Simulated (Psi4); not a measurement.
lithium hydride (HLi), singlet, at a GFN2-xTB geometry (such geometries of metal compounds can be far from the true shape); B3LYP/6-311G** in Psi4 1.11.

Psi4 was given this input:
```
memory 2 GB

molecule {
0 1
Li   -0.00000000   -0.00000000   -0.34356182
H     0.00000000    0.00000000    1.03068545
}

set {
  basis 6-311g**
  damping_percentage 20
}

energy('b3lyp')
print_variables()
```

It wrote (shortened):

```
   => Loading Basis Set <=

    Name: 6-311G**
    Role: ORBITAL
    Keyword: BASIS

         ---------------------------------------------------------
                                   SCF
               by Justin Turney, Rob Parrish, Andy Simmonett
                          and Daniel G. A. Smith
                              RKS Reference
         ---------------------------------------------------------

  ==> Geometry <==

    Molecular point group: c2v
    Full point group: C_inf_v

    Geometry (in Angstrom), charge = 0, multiplicity = 1:

       Center              X                  Y                   Z               Mass
    ------------   -----------------  -----------------  -----------------  -----------------
         LI           0.000000000000     0.000000000000    -0.172610968014     7.016003436600
         H            0.000000000000     0.000000000000     1.201636301986     1.007825032230

  Running in c2v symmetry.

  Rotational constants: A = ************  B =     10.12916  C =     10.12916 [cm^-1]
  Rotational constants: A = ************  B = 303664.57810  C = 303664.57810 [MHz]
  Nuclear repulsion =    1.155200862803970

  Charge       = 0
  Multiplicity = 1
  Electrons    = 4
  Nalpha       = 2
  Nbeta        = 2

  ==> Algorithm <==

  SCF Algorithm Type is DF.
  DIIS enabled.
  MOM disabled.
  Fractional occupation disabled.
  Guess Type is SAD.
  Energy threshold   = 1.00e-06
  Density threshold  = 1.00e-06
  Integral threshold = 1.00e-12

  ==> Primary Basis <==

  Basis Set: 6-311G**
    Blend: 6-311G**
    Number of shells: 12
    Number of basis functions: 24
    Number of Cartesian functions: 25
    Spherical Harmonics?: true
    Max angular momentum: 2

  ==> DFT Potential <==

   => LibXC <=

    Version 7.1.2
    S. Lehtola, C. Steigemann, M. J. T. Oliveira, and M. A. L. Marques,  SoftwareX 7, 1–5 (2018) (10.1016/j.softx.2017.11.002)

   => Composite Functional: B3LYP <=

    B3LYP Hyb-GGA Exchange-Correlation Functional

    P. J. Stephens, F. J. Devlin, C. F. Chabalowski, and M. J. Frisch,  J. Phys. Chem. 98, 11623 (1994) (10.1021/j100096a001)

    Deriv               =              1
    GGA                 =           TRUE
    Meta                =          FALSE

    Exchange Hybrid     =           TRUE
    MP2 Hybrid          =          FALSE

   => Exchange Functionals <=

    0.0800   Slater exchange
    0.7200         Becke 88

   => Exact (HF) Exchange <=

    0.2000               HF

[...]
   @DF-RKS iter  11:    -8.07882414340052   -3.42628e-05   2.20583e-06 DIIS/DAMP=20%
   @DF-RKS iter  12:    -8.07882672249698   -2.57910e-06   5.28753e-07 DIIS/DAMP=20%
   @DF-RKS iter  13:    -8.07883506719493   -8.34470e-06   9.20042e-08 DIIS/DAMP=20%
   @DF-RKS iter  14:    -8.07883459273387    4.74461e-07   7.86966e-08 DIIS/DAMP=20%
  Energy and wave function converged.

  ==> Post-Iterations <==

   Electrons on quadrature grid:
      Ntotal   =    4.0000008196 ; deviation = 8.196e-07

    Orbital Energies [Eh]
    ---------------------

    Doubly Occupied:

[...]
    Virtual:

[...]
      13A1     3.765309

    Final Occupation by Irrep:
             A1    A2    B1    B2
    DOCC [     2,    0,    0,    0 ]
    NA   [     2,    0,    0,    0 ]
    NB   [     2,    0,    0,    0 ]

  @DF-RKS Final Energy:    -8.07883459273387

   => Energetics <=

    Nuclear Repulsion Energy =              1.1552008628039698
    One-Electron Energy =                 -12.7705692783750351
    Two-Electron Energy =                   5.3717662069518477
    DFT Exchange-Correlation Energy =      -1.8352323841146505
    Empirical Dispersion Energy =           0.0000000000000000
    VV10 Nonlocal Energy =                  0.0000000000000000
    Total Energy =                         -8.0788345927338678

Computation Completed

Properties will be evaluated at   0.000000,   0.000000,   0.000000 [a0]

Properties computed using the SCF density matrix

 Multipole Moments:

 ------------------------------------------------------------------------------------
     Multipole            Electronic (a.u.)      Nuclear  (a.u.)        Total (a.u.)
 ------------------------------------------------------------------------------------

 L = 1.  Multiply by 2.5417464519 to convert [e a0] to [Debye]
 Dipole X            :          0.0000000            0.0000000            0.0000000
 Dipole Y            :          0.0000000            0.0000000            0.0000000
 Dipole Z            :         -3.3859950            1.2922011           -2.0937938
 Magnitude           :                                                    2.0937938

 ------------------------------------------------------------------------------------

  Variable Map:
  ----------------------------------------------------------------------------
[...]
  Array Variable Map:
  ----------------------------------------------------------------------------
[...]
[...]
```
